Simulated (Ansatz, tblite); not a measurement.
Cost and result up the ladder for CoCl₂ (3 atoms). Charge 0, multiplicity 4. Geometry: PBE0-D4/def2-TZVP.

```xyz
3

Co    0.000    0.000    0.000
Cl    1.952    0.424   -0.609
Cl   -1.952   -0.424    0.610
```

Ansatz on 2 threads of Intel Xeon Platinum 8559C on a shared host; xTB runs through tblite on one thread. Times are rough, summed over both states, and most runs start from the orbitals of an earlier one. PBE-QIDH/def2-TZVP serves as the yardstick here, not as an exact answer. The other state is a quintet, and no other spin of it was run.

The xTB rows come from tblite. Correlated methods freeze 15 core orbitals; core or outer-core shells of Co are correlated, in sets that lack core-valence functions. In CCSD on the charge 1 quintet the largest single amplitude is 0.39, so its Hartree–Fock determinant may place the open shell otherwise than the density functionals do.

Run but left out: HF/def2-TZVPP, MP2/def2-TZVPP (charge +1 quintet: a determinant that CCSD turns far, T1 0.078).

Second-order perturbation terms are unreliable where d shells bring near-degenerate states, and here PBE-QIDH/def2-TZVP lies more than 0.4 eV from the median of the functionals without such a term.

Correlated methods converge slowly with the basis.

Raw xTB energies of ions are shifted by several eV, and xTB has no spin-polarisation term.

```csv
level,functions,vertical IE (eV),difference from PBE-QIDH/def2-TZVP (eV),remarks
PBE-D4/def2-TZVP,119,9.78,-1.48,–
CAM-B3LYP-D4/def2-TZVP,119,10.81,-0.46,–
CCSD(T)/def2-TZVPP,148,10.42,-0.84,large T1 (0.078) (+1 quintet)
PBE-QIDH/def2-TZVP (with forces),119,11.26,0.00,–
PBE0-D4/def2-TZVP (with forces),119,10.46,-0.80,–
BLYP-D4/def2-TZVP,119,9.73,-1.53,–
r2SCAN-D4/def2-TZVP,119,9.99,-1.27,–
GFN1-xTB,27,15.85,4.59,–
BHLYP-D4/def2-TZVP,119,11.07,-0.20,–
GFN2-xTB,27,14.92,3.66,–
```

Question: Estimate how long each takes.

Answer: GFN1-xTB 0.008 s; GFN2-xTB 0.009 s; BLYP-D4/def2-TZVP 12 s; PBE-D4/def2-TZVP 13 s; CAM-B3LYP-D4/def2-TZVP 22 s; r2SCAN-D4/def2-TZVP 22 s; BHLYP-D4/def2-TZVP 43 s; PBE0-D4/def2-TZVP (with forces) 49 s; CCSD(T)/def2-TZVPP 52 s; PBE-QIDH/def2-TZVP (with forces) 68 s. On shared hardware such times vary by a factor of up to 3.
